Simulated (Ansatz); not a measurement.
Molecule: C$_{6}$H$_{13}$S, net charge 0, doublet state. It need not be the lowest isomer of its formula. 
Coordinates optimised at B3LYP-D3(BJ)/def2-TZVP (Ansatz, a program for electronic structure):
SMILES: CCC[CH]CSC
```xyz
20

C     -3.1649     1.3062    -0.6536
C     -2.1186     0.6968     0.2738
C     -1.3917    -0.4995    -0.3544
C     -0.3736    -1.1231     0.5333
C      0.9716    -1.5031     0.0835
S      2.2805    -0.2404     0.5012
C      1.7589     1.1346    -0.5567
H     -3.6715     2.1502    -0.1825
H     -2.7082     1.6663    -1.5787
H     -3.9252     0.5703    -0.9261
H     -1.3841     1.4563     0.5562
H     -2.5920     0.3730     1.2055
H     -0.9271    -0.1949    -1.2981
H     -2.1543    -1.2445    -0.6337
H     -0.5988    -1.2132     1.5900
H      1.0189    -1.6695    -0.9942
H      1.3419    -2.3980     0.5865
H      2.5047     1.9196    -0.4387
H      0.7886     1.5265    -0.2569
H      1.7294     0.8331    -1.6042
```
Charge 0, spin multiplicity 2.

Total electronic energies in hartree. Correlated levels leave the core frozen unless marked. Open shells are spin-unrestricted. Spin-orbit coupling is left out. Non-relativistic. CBS marks a two-point X^-3 extrapolation of the correlation energy; Hartree-Fock from the larger set. [CCSD(T)-MP2]/basis is that difference in the basis named.

| level | program | energy (Eh) |
|---|---|---|
| HF/6-31G | Ansatz | -632.11579 |
| PBE-D3(BJ)/def2-TZVPD | Ansatz + dftd3 | -634.20668 |
| BLYP-D4/def2-TZVPD | Ansatz + dftd4 | ? |
| revPBE-D3(BJ)/def2-TZVPD | Ansatz + dftd3 | -634.59605 |
| PBE0-D4/def2-TZVPD | Ansatz + dftd4 | -634.28109 |
| PBE0/def2-TZVP | Ansatz | -634.26536 |
| r2SCAN0/def2-TZVPD | Ansatz | -634.50308 |
| LC-wPBE-D4/def2-TZVPD | Ansatz + dftd4 | ? |
| B2GP-PLYP/def2-TZVPD | Ansatz | -634.23564 |
| RI-MP2/cc-pV(T+d)Z | Ansatz | -633.56456 |
| SCS-MP2/6-31G | Ansatz | -632.70747 |
| SCS-MP2/cc-pV(T+d)Z | Ansatz | -633.57034 |
| CCSD/6-31G | Ansatz | -632.78355 |
| CCSD/cc-pV(T+d)Z | Ansatz | -633.64887 |
| RI-MP2/CBS(cc-pV(T+d)Z,cc-pV(Q+d)Z)+[CCSD(T)-MP2]/cc-pV(T+d)Z | Ansatz | -633.8569 |

Q: Complete the blanks.

A: 
- BLYP-D4/def2-TZVPD, energy (Eh): -634.58561
- LC-wPBE-D4/def2-TZVPD, energy (Eh): -634.45874
